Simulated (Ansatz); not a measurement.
AgF4P. The species carries charge 0 and has multiplicity 1. Ag takes the def2 core potential. The bonds changed during the relaxation, so this is another structure than the one it started from.

```
atom   x (Å)   y (Å)   z (Å)
  F1   0.624   0.908  -1.214
 Ag2   0.586   1.512   1.619
  P3  -0.022  -0.056  -0.060
  F4  -1.371  -0.083  -0.849
  F5  -0.675  -1.038   1.075
  F6   0.857  -1.243  -0.571
```

Question: What are the harmonic wavenumbers in cm⁻¹ at PBE0-D4/def2-TZVP (Ansatz, finite differences of forces, unscaled)? (An estimate is asked.)

Answer: Ansatz gave: 93, 129, 190, 211, 381, 443, 510, 515, 583, 791, 878, 924.

Question: Is this a minimum?

Answer: Yes, all 12 modes are real.

Question: Give the ideal-gas thermochemistry at 298.15 K and 1 bar (rigid rotor, harmonic oscillator; point group C2v, symmetry number 2).

Answer: Zero-point energy 33.8 kJ/mol; H(298) − E = 54.0 kJ/mol; entropy 353.7 J/(mol·K), of which translation 175.8, rotation 115.5, vibration 62.3; G(298) − E = -51.4 kJ/mol. Modes under 100 cm⁻¹ are hindered rotations or soft bends, so the harmonic entropy is rough.
